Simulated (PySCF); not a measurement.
**Nuclear quadrupole coupling in `CO[Si](F)(CF)OC`**

C3H8F2O2Si.
Cartesian coordinates in Å at the GFN2-xTB level; atoms count from 1:
```xyz
16
C3H8F2O2Si angstrom
C      2.422   -1.138    0.313
O      1.599    0.004    0.349
Si     0.200    0.283   -0.377
F      0.379    0.184   -1.986
C     -0.218    2.091    0.048
F     -1.588    2.291    0.007
O     -0.894   -0.809    0.063
C     -2.269   -0.920   -0.232
H      3.313   -0.916    0.900
H      2.706   -1.369   -0.715
H      1.901   -1.994    0.741
H      0.098    2.370    1.055
H      0.210    2.801   -0.661
H     -2.671   -1.715    0.395
H     -2.785    0.016   -0.015
H     -2.410   -1.170   -1.284
```

Field gradients from the PBE0/pcSseg-1 density (PySCF, non-relativistic), principal values in atomic units, ordered |Vxx| ≤ |Vyy| ≤ |Vzz|:

| atom | Vxx | Vyy | Vzz |
| --- | --- | --- | --- |
| O2 | -0.5802 | -1.1398 | 1.7199 |
| O7 | -0.5890 | -1.1415 | 1.7305 |

Problem. Find the asymmetry η = (Vxx − Vyy)/Vzz and the couplings χ = eQV/h (234.96 MHz × Q in barn × V in au), with Q(17O) = −0.0256 b.

Solution. 
| atom | environment | nucleus | η | χzz (MHz) | χxx (MHz) | χyy (MHz) |
| --- | --- | --- | --- | --- | --- | --- |
| O2 | silyl ether oxygen | 17O | 0.33 | -10.35 | 3.49 | 6.86 |
| O7 | silyl ether oxygen | 17O | 0.32 | -10.41 | 3.54 | 6.87 |

Problem. What is Vzz at O7 in SI units (1 au = 9.71736 × 10²¹ V/m²)?

Solution. 1.7305 au = 16.816 × 10²¹ V/m².

Problem. And the gradient at the other heavy atoms, for which no coupling is worked out here?

Solution. 
```tsv
atom	environment	Vzz (au)	η
C1	methoxy carbon	0.465	0.02
Si3	fluorine-bound silicon	0.421	0.62
F4	silicon-bound fluorine	1.191	0.11
C5	sp3 C–F carbon	0.585	0.12
F6	alkyl fluorine	3.189	0.03
C8	methoxy carbon	0.482	0.04
```

Problem. What couplings would deuterons (Q(2H) = 0.00286 b) have in place of the hydrogens, at this geometry?

Solution. 
```csv
atom,bonded to,bond length (Å),Vzz (au),η,χzz (kHz)
H9,C1,1.089,0.3028,0.07,204
H10,C1,1.090,0.2988,0.08,201
H11,C1,1.090,0.2999,0.08,202
H12,C5,1.091,0.2998,0.09,201
H13,C5,1.091,0.2997,0.10,201
H14,C8,1.090,0.3026,0.07,203
H15,C8,1.090,0.2957,0.08,199
H16,C8,1.091,0.2990,0.08,201
```

Geometry: GFN2-xTB, one conformer, isolated molecule. GFN2-xTB bond lengths can be off by several hundredths of an ångström, more for odd bonds, and the gradients follow them. With a basis this small, the couplings can be 20 % off.
